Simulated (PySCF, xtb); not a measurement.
C4H8BN, SMILES C#CCB(C)N.

Geometry optimised at PBE-D3(BJ)/def2-SVP. The structure was generated by enumeration, and PubChem lists no compound with its InChIKey, so it may never have been made. One conformer was computed; it need not be the lowest.

These are C-PCM-PBE0/def2-SVP (PySCF) values and carry that method's errors.

The values are the electrostatic part of the solvation free energy, E(continuum) − E(gas) at the gas-phase geometry, in a cavity of scaled van der Waals radii (PySCF's table); cavitation and dispersion terms are not included. In vacuum the orbital gap is 7.89 eV. The dipole moment in vacuum is 2.31 D.

Computed values in water (ε = 78.36), N,N-dimethylformamide (ε = 37.22), cyclohexanone (ε = 15.62):
| solvent | ε | ΔG(elec) (kcal/mol) | dipole (D) | gap (eV) |
|---|---|---|---|---|
| water | 78.36 | -6.0 | 3.03 | 8.14 |
| N,N-dimethylformamide | 37.22 | -5.9 | 3.02 | 8.13 |
| cyclohexanone | 15.62 | -5.6 | 2.98 | 8.12 |

For comparison, GFN2-xTB/ALPB(water) (xtb, at the GFN2-xTB geometry, all terms of that model) gives -3.7 kcal/mol.
